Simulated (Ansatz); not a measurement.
The lowest singlet and triplet of C2H4 (SMILES C=C); geometries from B3LYP-D3(BJ)/def2-TZVP, each state relaxed from the structure named, with no frequency check.
Singlet at the triplet's geometry (charge 0, multiplicity 1):
```xyz
6

C     -0.7210    -0.0054    -0.0201
C      0.7210     0.0054     0.0201
H     -1.2805     0.6617    -0.6696
H     -1.3057    -0.6813     0.5974
H      1.3166    -0.6238    -0.6350
H      1.2696     0.6434     0.7072
```

A positive gap puts the triplet lower; no zero-point energy. R- takes a restricted singlet. The triplet is unrestricted in single-reference levels. Active spaces average the two states.

Cores are frozen in the correlated methods.

The values were computed with Ansatz (a quantum-chemistry and plane-wave program). Values without a source in brackets are computed.

R-PBE/def2-TZVPP gives 25.56 kcal/mol for the gap E(singlet) − E(triplet), vertical, at the triplet's geometry.

**Question.** Where do these levels fall relative to PBE: R-r2SCAN/def2-TZVPP, R-B3LYP/def2-TZVPP, R-wB97M-V/def2-TZVPP, R-B2PLYP/def2-TZVPP, R-MP2/cc-pVTZ, R-CCSD(T)/cc-pVTZ, SC-NEVPT2 on SA-CASSCF(2,2)/cc-pVTZ, FIC-MRCISD+Q on SA-CASSCF(2,2)/cc-pVTZ.

**Answer.** R-r2SCAN/def2-TZVPP 13.74; R-B3LYP/def2-TZVPP 3.79; R-wB97M-V/def2-TZVPP 2.08; R-B2PLYP/def2-TZVPP 1.66; R-MP2/cc-pVTZ -0.64; R-CCSD(T)/cc-pVTZ -20.79; SC-NEVPT2 on SA-CASSCF(2,2)/cc-pVTZ -26.36; FIC-MRCISD+Q on SA-CASSCF(2,2)/cc-pVTZ -26.65 kcal/mol. 4 of 8 lie above PBE; the widest gap is to FIC-MRCISD+Q on SA-CASSCF(2,2)/cc-pVTZ.

Doubts at one or more of the structures used: a restricted determinant that unrestricted orbitals would lower (R-PBE/def2-TZVPP, R-r2SCAN/def2-TZVPP, R-B3LYP/def2-TZVPP, R-wB97M-V/def2-TZVPP, R-B2PLYP/def2-TZVPP, R-MP2/cc-pVTZ, R-CCSD(T)/cc-pVTZ).
